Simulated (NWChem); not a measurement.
Species: C2H8OSi; SMILES COC[SiH3]

```xyz
12

C      0.7053     1.8249     0.2440
O     -0.3193     1.1914    -0.4573
C     -0.8318     0.0472     0.1778
Si     0.1875    -1.5397    -0.1302
H      1.0192     2.7004    -0.3416
H      0.3684     2.1731     1.2416
H      1.5886     1.1735     0.3946
H     -0.9699     0.2131     1.2669
H     -1.8409    -0.1283    -0.2331
H      1.5909    -1.4115     0.3691
H      0.2307    -1.8394    -1.5925
H     -0.4670    -2.6787     0.5868
```
Atoms are numbered in this order, from 1.

Results from NWChem. Geometry: optimised at PBE0/def2-SVP. Level: PBE0/def2-SVP with SMD (1 M gas to 1 M solution), gas-phase geometry. Reactions with the solvent are ignored.

What does the run give for solvent water? Quantities: solvation free energy (kcal/mol); cavity-dispersion-structure term (kcal/mol); dipole in solution (D).


- solvation free energy (kcal/mol) = 0.0
- cavity-dispersion-structure term (kcal/mol) = 3.9
- dipole in solution (D) = 1.66
